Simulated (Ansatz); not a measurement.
Consider the ligand exchange at a Ta–Cl bond: `[CH3][Ta](=[O])([F])[Cl]` + H–F → `[CH3][Ta](=[O])([F])[F]` + HCl.

Isolated molecules relaxed with PBE0-D4/def2-TZVP in Ansatz; ΔE leaves out vibrations. CCSD(T)/CBS is the MP2 limit (def2-TZVPP, def2-QZVPP) plus CCSD(T) − MP2 in def2-TZVPP, frozen cores. This one scheme is used for every species. DFT in def2-TZVPP. Elements past krypton have def2 core potentials. For Ta outer-core shells are correlated without core-valence functions, which leaves a few kJ/mol of doubt a bond.

CCSD(T)/CBS gives -6.3 kJ/mol.

Problem. Another level gave -15.4 kJ/mol. Which?
A. PBE0-D4/def2-TZVPP
B. revPBE-D4/def2-TZVPP
C. PBE-QIDH/def2-TZVPP
D. revPBE/def2-TZVPP

Solution. B. revPBE-D4 -15.4, PBE-QIDH -5.8, PBE0-D4 -10.2, revPBE -19.9 kJ/mol.

Largest T1 diagnostic among the species: 0.020.

From PBE to PBE0 (25 % exact exchange), in def2-TZVPP and without D4, ΔE moves by +5.7 kJ/mol. The D4 term adds +5.0 kJ/mol with B3LYP and +2.8 kJ/mol with PBE0; it sums over pairs of atoms, weighted by their polarisabilities, and B3LYP, whose exchange is more repulsive, gets the larger term.

CCSD(T)/CBS has its own doubt, a few kJ/mol and more with outer-core shells, so smaller differences from it don't rank the levels.

B3LYP here is the variant with VWN-RPA as its local correlation; programs differ in this.
